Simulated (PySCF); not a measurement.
## Magnetisability: SMILES C#CC#Cc1ccccc1, C₁₀H₆

Geometry:
```tsv
atom	x (Å)	y (Å)	z (Å)
C1	4.840	1.522	-0.181
C2	3.691	1.162	-0.134
C3	2.399	0.756	-0.080
C4	1.244	0.393	-0.030
C5	-0.099	-0.030	0.027
C6	-1.130	0.910	0.096
C7	-2.444	0.489	0.151
C8	-2.746	-0.863	0.135
C9	-1.726	-1.800	0.066
C10	-0.408	-1.391	0.014
H11	5.840	1.836	-0.221
H12	-0.888	1.963	0.107
H13	-3.238	1.220	0.206
H14	-3.775	-1.187	0.176
H15	-1.960	-2.854	0.054
H16	0.391	-2.116	-0.039
```

Method: GIAO BHandHLYP/pcSseg-1 magnetisability, rotational g tensor and spin-rotation constants, non-relativistic, gas phase (PySCF). Geometry: GFN2-xTB.

Task: How diamagnetic is it, and how anisotropic?

Result: Isotropic -1475 × 10⁻³⁰ J/T², or -88.9 × 10⁻⁶ cm³/mol; principal values -2104, -1245, -1077 × 10⁻³⁰ J/T², anisotropy 954 × 10⁻³⁰ J/T² (root of half the summed squared differences of the principal values). The susceptibility is in cgs units.

Task: Split it along the inertial axes a, b, c into diamagnetic and paramagnetic parts about the centre of mass, with the quadrupole moment.

Result: 
```csv
axis,χ (10⁻⁶ cm³/mol),diamagnetic (10⁻⁶ cm³/mol),paramagnetic (10⁻⁶ cm³/mol),summed x² of all electrons (Å²),quadrupole Θ (D Å)
a,-75.0,-327.9,253.0,479.8,+15.18
b,-64.9,-2091.4,2026.5,64.2,-0.52
c,-126.7,-2308.0,2181.3,13.1,-14.65
```
Anisotropies 2χaa − χbb − χcc = +41.7 and 2χbb − χaa − χcc = +71.9 × 10⁻⁶ cm³/mol. Θ is traceless in Buckingham's convention.

Task: And the rotational g tensor?

Result: 
| axis | rotational constant (GHz) | g | nuclear part | electronic part |
| --- | --- | --- | --- | --- |
| a | 5.7468 | -0.0755 | 0.6075 | -0.6830 |
| b | 0.5803 | -0.0078 | 0.5446 | -0.5525 |
| c | 0.5271 | +0.0103 | 0.5504 | -0.5401 |

Asymmetric top; isotopes 12C, 1H; no vibrational averaging.
